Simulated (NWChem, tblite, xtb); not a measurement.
**Si2H4ClF (SMILES F[SiH2][SiH2]Cl): the dipole moment, rung by rung**

Si2H4ClF: 8 atoms, total charge 0, spin state singlet. As SMILES, `F[SiH2][SiH2]Cl`. Geometry: relaxed at PBE0-D4/def2-TZVP. This is one conformer, not always the lowest.

```xyz
8

F    -1.7695    1.4382    0.0469
Si   -0.1888    1.1810    0.1275
Si    0.2365   -1.1238    0.0395
Cl   -0.3360   -1.8521   -1.8006
H     0.4549    1.8802   -1.0130
H     0.3060    1.7519    1.4080
H     1.6916   -1.3737    0.2071
H    -0.5097   -1.8673    1.0849
```

Each level gives the dipole moment (D). The values are calculated.

```tsv
level	kind	program	value (D)	CPU time
GFN2-xTB	semi-empirical	tblite	2.16	under 2 s
IPEA1-xTB	semi-empirical	tblite	2.26	under 2 s
GFN0-xTB	semi-empirical	xtb	1.37	under 2 s
GFN1-xTB	semi-empirical	xtb	1.58	under 2 s
HF/STO-3G	Hartree–Fock	NWChem	3.32	2.9 s
HF/3-21G	Hartree–Fock	NWChem	3.54	3.1 s
HF/def2-SVP	Hartree–Fock	NWChem	2.30	8.1 s
B3LYP/6-31G* (Cartesian functions)	global hybrid	NWChem	2.21	29 s
PBE0/def2-SVP	global hybrid	NWChem	1.94	20 s
```

The values span 1.37 to 3.54 D. Magnitudes only. Sets without polarisation functions give poor dipoles. Without the sets that lack polarisation functions the rows with a basis span only 1.94 to 2.30 D. Times are those of the runs behind each value, whatever else they computed, on shared processors of several kinds: orders of magnitude only.
